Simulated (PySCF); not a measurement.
Species: C₇H₅FO₂.
Atom-mapped SMILES: `[O:1]=[C:2]([OH:3])[c:4]1[cH:5][cH:6][c:7]([F:8])[cH:9][cH:10]1`

Definitions: NICS(0) = −σiso at the ring centroid; NICS(1) = −σiso and NICS(1)zz = −σzz at ±1 Å along the ring normal z. Level: GIAO B97-2/pcSseg-2 (PySCF, non-relativistic, gas phase) on the PBE0-D3(BJ)/def2-TZVP geometry, one conformer.

Ring bond lengths (Å): C4–C5 1.392, C5–C6 1.382, C6–C7 1.383, C7–C9 1.383, C9–C10 1.383, C10–C4 1.393.

Question: What do the NICS probes read (ppm)?

Answer: 
```json
{"ring": "C4–C5–C6–C7–C9–C10", "type": "6-membered carbocycle; formal bonds all aromatic", "NICS(0)": "-9.7", "NICS(1), two faces": "-9.8 / -9.8", "NICS(1)zz, two faces": "-26.5 / -26.5", "rms pucker (Å)": "0.00", "centre to ring atoms, mean (Å)": "1.39"}
```

Question: What can be read from them?

Answer: 
- C4–C5–C6–C7–C9–C10: mean NICS(1)zz -26.5 ppm, shielded, aromatic by this magnetic criterion (flat ring, no four-coordinate atom).

Question: How equal are the bonds by HOMA? Use HOMA with the parameters of Krygowski (1993).

Answer: 
- C4–C5–C6–C7–C9–C10: HOMA 0.99 = 1 − EN − GEO, with mean bond length 1.386 Å, EN = α(Ropt − mean)² = 0.001 and GEO = α × variance = 0.005. The geometric and the magnetic index point the same way.

Question: At the second NICS(1) probe listed for ring C4–C5–C6–C7–C9–C10, 1 Å off the ring, how large is the induced field along the normal in 11.7 T applied along it?

Answer: NICSzz × B0 = -26.5 ppm × 11.7 T = -310 μT, against the applied field.

Question: Give the inner angles of the rings.

Answer: 
- C4–C5–C6–C7–C9–C10: C4 119.9°, C5 120.5°, C6 118.4°, C7 122.5°, C9 118.5°, C10 120.3°; sum 720.0° against 720° for a flat convex ring.

Question: What are the shieldings of the ring atoms and their hydrogens in the same run (means over atoms taken as equivalent)?

Answer: 
```json
{"atoms": "C4", "environment": "substituted aromatic carbon", "σ isotropic (ppm)": "55.1", "principal values of the symmetric part, first atom (ppm)": "-37.1, 40.7, 161.6"}
{"atoms": "C5 (×2)", "environment": "aromatic CH carbon", "σ isotropic (ppm)": "43.9", "principal values of the symmetric part, first atom (ppm)": "-65.4, 18.1, 175.7"}
{"atoms": "C6 (×2)", "environment": "aromatic CH carbon", "σ isotropic (ppm)": "64.3", "principal values of the symmetric part, first atom (ppm)": "-21.7, 47.0, 166.4"}
{"atoms": "C7", "environment": "aromatic C–F carbon", "σ isotropic (ppm)": "8.3", "principal values of the symmetric part, first atom (ppm)": "-81.9, 25.3, 81.6"}
{"atoms": "H on C5 (×2)", "environment": "aromatic hydrogen", "σ isotropic (ppm)": "23.07", "principal values of the symmetric part, first atom (ppm)": "19.1, 22.0, 27.8"}
{"atoms": "H on C6 (×2)", "environment": "aromatic hydrogen", "σ isotropic (ppm)": "24.32", "principal values of the symmetric part, first atom (ppm)": "21.0, 24.4, 27.5"}
```

Question: How do the values depend on the level or the medium?

Answer: 
```json
{"level": "B97-2/pcSseg-2, gas", "NICS(0), C4–C5–C6–C7–C9–C10": "-9.7", "mean NICS(1)zz, C4–C5–C6–C7–C9–C10": "-26.5"}
{"level": "KT3/pcSseg-2, gas", "NICS(0), C4–C5–C6–C7–C9–C10": "-9.4", "mean NICS(1)zz, C4–C5–C6–C7–C9–C10": "-25.4"}
{"level": "PBE0/pcSseg-2, gas", "NICS(0), C4–C5–C6–C7–C9–C10": "-9.6", "mean NICS(1)zz, C4–C5–C6–C7–C9–C10": "-26.7"}
{"level": "wB97X-D/pcSseg-2, gas", "NICS(0), C4–C5–C6–C7–C9–C10": "-9.6", "mean NICS(1)zz, C4–C5–C6–C7–C9–C10": "-26.9"}
{"level": "WP04/pcSseg-2, IEF-PCM chloroform", "NICS(0), C4–C5–C6–C7–C9–C10": "-10.0", "mean NICS(1)zz, C4–C5–C6–C7–C9–C10": "-25.8"}
{"level": "wB97X-D/pcSseg-2, IEF-PCM chloroform", "NICS(0), C4–C5–C6–C7–C9–C10": "-9.5", "mean NICS(1)zz, C4–C5–C6–C7–C9–C10": "-26.9"}
```

The geometry is the same throughout; the continuum's cavity takes Bondi-type radii × 1.2.

Hardware: Intel Xeon at 2.50 GHz, 2 threads, shared host. Cost: 2.7 min wall, 5.5 min CPU, 2.9 GiB resident at most. This is the whole shielding run at B97-2/pcSseg-2, SCF included.

Shape of the structure used: `[O:1]=[C:2]([OH:3])[c:4]1[cH:5][cH:6][c:7]([F:8])[cH:9][cH:10]1`: O1–C2–C4–C5 2°, H–O3–C2–O1 0°.
